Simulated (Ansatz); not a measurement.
Cost and result up the ladder for GaF₃ (4 atoms). Total charge 0; singlet. Geometry: PBE-D4/def2-TZVP.

Cartesian coordinates in Å:
```
Ga 0.000 0.000 0.000
F -0.537 0.519 -1.578
F 0.725 -1.576 0.199
F -0.188 1.056 1.378
```

Ansatz on 4 threads of Arm Neoverse V1 on a shared host. Times are rough, and most runs start from the orbitals of an earlier one. ωB97M-V/def2-TZVP serves as the yardstick here, not as an exact answer. Differences are given only for rows in sets of like size (and for xTB, whose basis is part of the method), since another set adds its own error. Binding counts from free atoms at the same level (Ga doublet, F doublet; other spins of the atoms weren't run), without zero-point energy or a counterpoise term.

The 6-31G sets use Cartesian d functions. LC-ωPBE has ω = 0.4 bohr⁻¹. B3LYP takes the VWN-RPA correlation. Correlated methods freeze 12 core orbitals; core or outer-core shells of Ga are correlated, in sets that lack core-valence functions.

Correlated methods converge slowly with the basis.

```csv
level,functions,wall time,binding energy per atom (eV),difference from ωB97M-V/def2-TZVP (eV)
PBE-D4/def2-SVP,74,0.75 s,3.77,–
PBE-D4/def2-TZVP,141,0.8 s,3.73,0.13
B3LYP-D4/6-31G,56,0.86 s,3.44,–
PBE0-D4/def2-SVP,74,1.2 s,3.56,–
B3LYP-D4/def2-TZVP,141,1.4 s,3.54,-0.06
PBE0-D4/def2-TZVP,141,1.7 s,3.55,-0.06
LC-ωPBE/def2-TZVP,141,1.7 s,3.69,0.09
PBE-D4/def2-TZVPD,174,2.2 s,3.73,0.13
MP2/def2-TZVP,141,2.3 s,3.88,0.27
r2SCAN0-D4/def2-TZVP,141,2.5 s,3.49,-0.12
CAM-B3LYP-D4/def2-TZVP,141,2.5 s,3.63,0.02
RPA@PBE/def2-TZVP,141,2.7 s,3.25,-0.35
ωB97M-V/def2-TZVP,141,4.5 s,3.60,0.00
CCSD(T)/def2-TZVPP,141,24 s,3.60,0.00
```
